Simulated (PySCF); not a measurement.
## `N[SiH2][SiH2]/C([SiH3])=C\F` in a uniform electric field

C₂H₁₀FNSi₃.
Atom-mapped SMILES: `[NH2:1][SiH2:2][SiH2:3]/[C:4]([SiH3:5])=[CH:6]\[F:7]` (hydrogens: H8, H9 on N1; H10, H11 on Si2; H12, H13 on Si3; H14, H15, H16 on Si5; H17 on C6)

Geometry (GFN2-xTB, Å), atoms numbered from 1 in this order:
```
atom  x, y, z in Å
N1    -2.3434    0.3316    1.1735
Si2   -2.1030   -0.8702   -0.0380
Si3   -0.1047   -0.3863   -1.0818
C4     1.1266    0.3899    0.1393
Si5    2.5455   -0.5981    0.8804
C6     0.9501    1.6422    0.5173
F7    -0.0746    2.4004    0.0439
H8    -3.1555    0.2776    1.7674
H9    -2.1493    1.2952    0.9539
H10   -2.1282   -2.1255    0.7241
H11   -3.2029   -0.9706   -1.0207
H12    0.5785   -1.5754   -1.6156
H13   -0.2149    0.5498   -2.2120
H14    3.3461    0.2585    1.7596
H15    1.9869   -1.7162    1.6442
H16    3.3847   -1.1085   -0.2052
H17    1.5511    2.2178    1.2091
```

Level: wB97X-D/def2-SVPD (PySCF); nuclei fixed, core orbitals frozen in the response. Permanent dipole (0.001, 0.452, 0.836) D (1 au = 2.5417 D). Static polarisability (au):

```
x   126.30   1.23   5.26
y     1.23 112.54   5.10
z     5.26   5.10 103.59
```

Only the terms in μ and α are kept: μ(F) = μ + αF and ΔE = −μ·F − ½ F·αF.

What do fields of 0.411 V/Å (0.008 au) along the six axis directions do?

```csv
field along,induced x (D),induced y (D),induced z (D),total size (D),−μ·F (kJ/mol),−½F·αF (kJ/mol)
+x,2.568,0.025,0.107,2.778,-0.008,-10.611
−x,-2.568,-0.025,-0.107,2.703,+0.008,-10.611
+y,0.025,2.288,0.104,2.897,-3.735,-9.455
−y,-0.025,-2.288,-0.104,1.977,+3.735,-9.455
+z,0.107,0.104,2.106,2.996,-6.908,-8.703
−z,-0.107,-0.104,-2.106,1.322,+6.908,-8.703
```

For the field (-0.0048, 0.0048, -0.0040) au, what is the induced dipole, and what angle does it make with the field?

αF = (-1.579, 1.306, -1.055) D, at 5.8° to the field. The polarisability along this direction, F·αF/F², is 114.53 au, against a mean of 114.14 au.

At what field along the permanent dipole would the induced dipole along it equal the permanent one, in this linear picture?

The polarisability along the dipole is 109.89 au, so F = 0.3739 au / 109.89 au = 0.0034 au = 0.17 V/Å; higher-order terms are ignored.

What field makes μF equal to kT at 400 K?

kT = 1.2667 × 10⁻³ Eh, so F = 0.00339 au = 17.4 MV/cm.

Induction energy −ᾱe²/2R⁴ of a unit charge at 15 Å, the molecule taken as a point?

R = 28.35 bohr, so the energy is −114.1/(2 × 28.35⁴) Eh = -0.232 kJ/mol. The charge–dipole term at its most favourable orientation, −μe/R², is -1.22 kJ/mol.

Geometry: GFN2-xTB, one conformer, isolated molecule.

The pairwise dispersion term of wB97X-D wasn't added to the energies; at a given geometry it leaves orbitals and properties as they are.
